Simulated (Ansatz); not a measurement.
A structure relaxed at PBE/def2-SVP in Ansatz, charge -1, doublet:

```xyz
20

Ca   -6.1779    2.9674   -1.3598
Ca   -4.3572   -0.3241   -1.0660
Ca   -2.4686   -3.6822   -0.7580
Ca   -0.6019   -6.9485   -0.4469
Ca   -3.4709    2.5794    1.2396
Ca   -1.6088   -0.7593    1.5776
Ca    0.2809   -4.0878    1.8500
Ca   -0.6791    2.1678    3.8822
Ca    1.1795   -1.1430    4.1848
Ca    2.0590    1.7456    6.4459
Ca   -2.5777    2.7409   -2.4612
Ca   -0.6978   -0.5952   -2.1909
Ca    1.1729   -3.9275   -1.8517
Ca    0.2036    2.3609    0.1539
Ca    2.1014   -1.0089    0.4621
Ca    2.9622    1.9208    2.7863
Ca    1.1147    2.4920   -3.5719
Ca    2.9774   -0.8183   -3.2710
Ca    3.8649    2.0850   -0.9663
Ca    4.7235    2.2349   -4.6386
```

Q: Give its formula and point group.

A: Ca20⁻ (started as a model of: Ca20 tetrahedron). Point group Td (tolerance 0.1 Å).

Q: Summarise the bond lengths by kind (pairs closer than 1.2 times the sum of covalent radii, bridged metal pairs left out).

A: 60 × Ca–Ca 3.77 to 3.88 Å.

Single mean-field runs in def2-SVP are fitted with def2-universal-jkfit. Another isomer (doublet) lies 1.26 eV lower at PBE0/def2-TZVP; other spin states weren't run for this one.
